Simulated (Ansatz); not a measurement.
Stepwise reaction of `SB(S)S` with ammonia, as a gas-phase model of exchange steps in deposition or etching. ΔE in kJ/mol.

Gas-phase electronic energies from Ansatz, PBE0-D4/def2-TZVP geometries. CCSD(T)/CBS adds triple-zeta CCSD(T) − MP2 to the extrapolated MP2 energy (def2 sets, frozen cores). This one scheme is used for every species. DFT in def2-TZVPP. B3LYP here is the variant with VWN-RPA as its local correlation; programs differ in this. One conformer a species, not always the lowest.

```json
{"step": "1", "reaction": "`SB(S)S` + NH₃ → `NB(S)S` + H₂S", "PBE-D4": "-27.8", "B3LYP-D4": "-37.2", "ωB97M-V": "-39.2", "CCSD(T)/CBS": "-33.4"}
{"step": "2", "reaction": "`NB(S)S` + NH₃ → `NB(N)S` + H₂S", "PBE-D4": "-15.1", "B3LYP-D4": "-24.0", "ωB97M-V": "-24.9", "CCSD(T)/CBS": "-20.6"}
{"step": "3", "reaction": "`NB(N)S` + NH₃ → `NB(N)N` + H₂S", "PBE-D4": "-5.8", "B3LYP-D4": "-14.4", "ωB97M-V": "-14.9", "CCSD(T)/CBS": "-12.6"}
```

Problem. By hand: ΔE of the 3 steps together at CCSD(T)/CBS.

Solution. (-33.4) + (-20.6) + (-12.6) = -66.6 kJ/mol, or -22.2 kJ/mol a step.

In ΔE each step is higher than the one before. All are downhill at CCSD(T)/CBS. PBE-D4 differs from CCSD(T)/CBS by 5.5 to 6.8 kJ/mol a step. Isolated molecules leave out the surface, adducts and barriers. Largest T1 diagnostic: 0.013.
